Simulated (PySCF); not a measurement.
```xyz
4
charge 1 multiplicity 3, angstrom
Ru    0.0080    0.0080   -0.0354
H     0.9647   -0.5237    1.0665
H    -1.2601    0.0110    1.0226
H    -0.5151   -0.2928    1.4853
```

Computed with UPBE0 in PySCF with Ru def2-TZVP with ECP28, H def2-TZVP; scalar-relativistic core potentials, no spin–orbit coupling; density-fitted integrals.

This geometry of [RuH3]+ is a stationary point at this level.

Question: What is the point group?

Answer: Cs.

Question: Is it a minimum?

Answer: Yes: all harmonic wavenumbers are real.

Question: Which band is strongest in the infrared?

Answer: 1110 cm⁻¹ (a'), 106 km/mol.

Question: Give the atomic charges and bond orders.

Answer: 
```csv
atom,Mulliken,Löwdin,polar tensor,spin (Mulliken),Mayer order to Ru1
Ru1,0.56,0.56,0.79,2.10,–
H2,0.14,0.12,-0.02,-0.07,0.93
H3,0.13,0.15,0.06,-0.01,0.60
H4,0.17,0.17,0.17,-0.01,0.53
```
Other Mayer orders above 0.3: H–H 0.40.

Question: Give the ideal-gas entropy at 298.15 K and 1 bar by parts.

Answer: translation 166.9, rotation 67.8, vibration 6.4, spin 9.1; total 250.2 J/(mol K).

Other isomers or separated fragments may lie lower. With open d or f shells other occupations or spin states may lie lower.
